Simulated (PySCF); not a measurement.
# Working out the excitation energy of Pd⁺

Pd⁺ [Kr] 4d9 (2D) → Pd⁺ [Kr] 4d8 5s1 (4F). Computed with PySCF 2.14 in def2-TZVPPD with the def2 core potential (28 electrons) (6s4p3d2f1g, 56 functions), with scalar relativity through the core potential. Frozen: nothing. Energies in hartree (1 hartree = 27.21139 eV):

```
             part  Pd⁺ (lower)  Pd⁺ (upper)
              UHF  -126.801428  -126.715126
MP2 opposite-spin    -0.375344    -0.350214
    MP2 same-spin    -0.177849    -0.171129
```

Task: What does Hartree-Fock give?

Result: (-126.715126) − (-126.801428) = 0.086302 hartree = 2.348 eV.

Task: What do MP2 and SCS-MP2 (6/5 opposite-spin, 1/3 same-spin) give?

Result: The opposite-spin parts differ by 0.684 eV and the same-spin parts by 0.183 eV. MP2: 2.348 + (0.684) + (0.183) = 3.215 eV. SCS-MP2: 2.348 + 1.2 × (0.684) + (0.183)/3 = 3.230 eV.

Measured between the centres of the two terms (NIST): 3.194 eV, so MP2 (valence and next inner shell) is off by 0.021 eV.

What remains against the reference includes basis incompleteness and correlation beyond second order.
